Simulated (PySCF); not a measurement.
Property card for `OB(O)O`

Species: BH3O3.
Geometry (PBE0-D3(BJ)/def2-SVP, Å), atoms numbered from 1 in this order:
```xyz
7
BH3O3 angstrom
O     -1.1802   -0.8955    0.1056
B     -0.0124   -0.2235   -0.0774
O      0.0154    1.1535   -0.2540
O      1.1213   -0.9727   -0.1364
H     -1.9312   -0.2965    0.0731
H      0.1063    1.6662    0.5521
H      1.8875   -0.4217   -0.3170
```

Structural features include: three-coordinate boron.

**PBE0-D3(BJ)/def2-SVP geometry optimisation, gas phase (PySCF)**

```yaml
Point_group: Cs
Rotational_constants_A_B_C: 9.909, 9.877, 5.015 GHz
```

**B3LYP/def2-SVPD ground state, ΔSCF and vertical TDDFT (core frozen in the response) (PySCF)**

```yaml
Dipole_moment: 2.75 D
HOMO_energy: -8.88 eV
LUMO_energy: -0.68 eV
HOMO–LUMO_gap: 8.20 eV
Lowest_singlet_excitation: 7.09 eV (175 nm, f = 0.031)
Strongest_line_among_the_10_lowest_singlet_transitions: S6 at 8.74 eV (142 nm, f = 0.044)
Lowest_triplet_excitation_Tamm–Dancoff: 6.84 eV
Static_isotropic_polarisability: 28.3 au
Vertical_ionisation_energy: 11.77 eV
Electronic_spatial_extent_⟨r²⟩_about_the_centre_of_nuclear_charge: 251 bohr²
```

CAM-B3LYP/pcSseg-2 ground state and GIAO shieldings, non-relativistic (PySCF):

```yaml
1H_chemical_shifts_computed_TMS_as_zero_by_class: 2.42 (H5/H6/H7) ppm
Isotropic_shieldings_of_nuclei_other_than_C_and_H_by_class: 76 (B2), 247 (O1/O3/O4) ppm
```

From B3LYP/pcJ-1 indirect spin-spin coupling, non-relativistic, gas phase (PySCF):

```yaml
Largest_of_the_computed_one-bond_spin–spin_couplings_means_over_like_bonds: 17O–1H -86.6 (O1–H5 and 2 like it), 17O–11B -15.9 (O1–B2 and 2 like it) Hz
```

**delta-SCF UKS SCAN, pcX-2 on the ionised atom, pcseg-1 elsewhere, spin-free X2C (PySCF)**

```yaml
Core_binding_energies: B1s 198.6 (B2), O1s 539.2 (O1/O3/O4) eV
```

Monoisotopic mass (most abundant isotopes): 62.0175 u.

The rotational constants make it an asymmetric top with κ = (2B − A − C)/(A − C) = 0.99, nearer the oblate limit (+1). No computed singlet falls in the visible range (750 to 380 nm, 1.65 to 3.26 eV); S1 lies 3.83 eV above its blue end. The largest Löwdin shares of the LUMO are 0.47 on B2, 0.15 on O3, 0.11 on H6 and 0.08 on O1. With B = h/(8π²I), that is 505.379 GHz u Å² over I, the principal moments of inertia are 51.0, 51.2 and 100.8 u Å² (most abundant isotopes). The 10 singlets span 7.09 to 9.58 eV, and their oscillator strengths add up to 0.16. In atomic units the dipole is 1.08 e·bohr (1 au = 2.5417 D).

 NMR classes are plain means over equivalent atoms (diastereotopic ones count apart unless rotation or inversion swaps them), as if these changed places fast; in this geometry the members of some classes differ.

One conformer stands for the species.
